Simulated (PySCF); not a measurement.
3-fluoropenta-1,4-diyne (C5H3F), SMILES C#CC(F)C#C.

Geometry: B3LYP-D3(BJ)/def2-SVP.

Calculation: r2SCAN/def2-TZVP in PySCF.

The molecule is in vacuum.

```yaml
total_energy: -291.96779 hartree
point_group: Cs
highest_occupied_level: -7.26 eV
lowest_empty_level: -1.48 eV
orbital_gap: 5.78 eV
dipole_moment: 1.80 D
quadrupole, principal values (traceless, Buckingham form, about the centre of nuclear charge): -8.03, -0.90, 8.92 D·Å
mean_static_polarisability: 54.6 bohr³ (8.10 Å³)
polarisability_principal_values: 36.0, 49.7, 78.3 bohr³
```
